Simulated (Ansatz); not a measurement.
HN2 (SMILES N#[NH+]), charge +1, singlet, geometry from GFN2-xTB; R2SCAN/def2-SVPD (Ansatz, a program for electronic structure).

Input for Ansatz:
Ansatz 0.2 input:
```yaml
crystal:
  periodic: [false, false, false]
  atoms:
    - {symbol: N, position_ang: [-0.00000000, -0.00000000, -0.64481385]}
    - {symbol: N, position_ang: [0.00000000, 0.00000000, 0.43538188]}
    - {symbol: H, position_ang: [0.00000000, 0.00000000, 1.46602381]}
basis:
  gaussian:
    orbitals: def2-SVPD
hamiltonian:
  xc: r2scan
total_charge: 1
```

### Question
What does Ansatz print? Leave out banner, timings and long lists.

### Answer

```
Functional definition: r2SCAN
414 factors; their error is unknown
mean field evaluation 1: about -2978.0890 eV, gradient 4.0e1 eV
mean field evaluation 2: about -2979.6969 eV, gradient 3.1e1 eV
mean field evaluation 4: about -2981.7196 eV, gradient 1.6e0 eV
mean field evaluation 8: about -2981.7297 eV, gradient 1.4e-2 eV
mean field evaluation 16: about -2981.7100 eV, gradient 1.3e-5 eV
mean field -2981.70996670 eV, -109.5758202006 hartree, gradient 1.3e-5 eV, S^2 0.000000; 0 other end points of the search recorded, 0 dependent functions left out
reference -2981.70997088 eV, -109.5758203543 hartree; 7, 7 occupied and 41, 41 virtual orbitals, 414 factors
Total energy: -2981.70997088 eV, -109.5758203543 hartree
```
